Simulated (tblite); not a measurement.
Compound: C₅H₄NS (doublet state).
Numbering: `[N:1]=[CH:2][c:3]1[cH:4][cH:5][cH:6][s:7]1` (hydrogens: H8 on C2; H9 on C4; H10 on C5; H11 on C6)

Computed geometry: GFN2-xTB, gas phase. This method treats the open shell by occupation alone, without spin polarisation.

(1) Give the optimised bond lengths and angles.

Results:

(1) 
```csv
bond,length (Å)
N1=C2,1.228
C2–C3,1.453
C3–C4,1.370
C4–C5,1.406
C5–C6,1.361
C6–S7,1.712
C3–S7,1.737
C2–H8,1.103
C4–H9,1.074
C5–H10,1.075
C6–H11,1.072
```

A selection of angles:
```csv
angle,degrees
N1–C2–C3,127.7
N1–C2–H8,120.0
C3–C2–H8,112.3
C2–C3–C4,127.7
C2–C3–S7,120.8
C4–C3–S7,111.4
C3–C4–C5,112.5
C3–C4–H9,122.6
C5–C4–H9,124.9
C4–C5–C6,112.8
C4–C5–H10,123.7
C6–C5–H10,123.5
C5–C6–S7,112.5
C5–C6–H11,128.2
S7–C6–H11,119.3
C3–S7–C6,90.9
```

Torsions: N1–C2–C3–C4 0° (synperiplanar).

The 5-membered ring C3–C4–C5–C6–S7 has internal angles of 90.9° to 112.8° (sum 540°, against 540° for a flat polygon); it is planar, 0.00 Å rms from its mean plane, widest ring torsion 0°. S7 (sulfur bonded to 2 C) is bent (angle 90.9°). The 2 C–S bonds span 1.712 Å (C6–S7, aromatic) to 1.737 Å (C3–S7, aromatic), a spread of 0.025 Å. C5 (carbon bonded to 2 C and H) is planar (angles 123.7°, 123.5° and 112.8°, sum 360.0°, 0.00 Å off the plane of its three neighbours). C4 (carbon bonded to 2 C and H) is planar (angles 124.9°, 122.6° and 112.5°, sum 360.0°, 0.00 Å off the plane of its three neighbours). C3 (carbon bonded to 2 C and S) is planar (angles 127.7°, 120.8° and 111.4°, sum 360.0°, 0.00 Å off the plane of its three neighbours). The 4 C–C bonds span 1.361 Å (C5–C6, aromatic) to 1.453 Å (C2–C3, drawn single), a spread of 0.092 Å.

Point group: Cs (tolerance 0.08 Å). Its GFN2-xTB frequencies are all real (lowest 112 cm⁻¹). 2 starts were optimised and ended at 0.00 and 0.85 kcal/mol (GFN2-xTB); the lowest of these is shown.

One conformer stands for the species.
